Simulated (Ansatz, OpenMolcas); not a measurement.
## SiBrCl3 (SMILES Cl[Si](Cl)(Cl)Br): methods side by side

The species is SiBrCl3 (5 atoms), meant as a singlet with charge 0. As SMILES, `Cl[Si](Cl)(Cl)Br`. The coordinates come from a PBE0-D4/def2-TZVP relaxation.

```
atom    x (Å)    y (Å)    z (Å)
  Cl  -0.8529  -0.2177   1.8216
  Si   0.0034  -0.0426  -0.0032
  Cl   1.6905  -1.1582  -0.0592
  Cl  -1.2857  -0.7097  -1.4128
  Br   0.4944   2.0544  -0.3879
```

Each level gives the energy change with the Si2–Cl3 bond stretched from 2.023 to 4.451 Å (eV). The values are calculated.

```csv
level,kind,program,value (eV),CPU time (all runs)
HF/cc-pVDZ (restricted),Hartree–Fock,Ansatz,6.11,21 s
SVWN5/cc-pVDZ (restricted),LDA,Ansatz,4.65,18 s
PBE/cc-pVDZ (restricted),GGA,Ansatz,4.23,29 s
TPSS/cc-pVDZ (restricted),meta-GGA,OpenMolcas,6.45,2 min
PBE0/cc-pVDZ (restricted),global hybrid,OpenMolcas,4.98,2.9 min
wB97M-V/cc-pVDZ (restricted),range-separated hybrid,Ansatz,5.65,4.8 min
wB97X/cc-pVDZ (restricted),range-separated hybrid,Ansatz,5.75,2.4 min
RPA@PBE0/cc-pVDZ (restricted),RPA,Ansatz,4.59,82 s
CCSD/cc-pVDZ (restricted),coupled cluster or CI,Ansatz,4.90,79 s
```

All-electron rows without a relativistic Hamiltonian named are non-relativistic. The first shape isn't each level's own minimum. The values span 4.23 to 6.45 eV. In the correlated wave-function rows the outer d shell of Br is correlated, in sets not made for it. CPU times are rough (shared hosts, several kinds of processor): they show what a rung costs within a factor of a few.
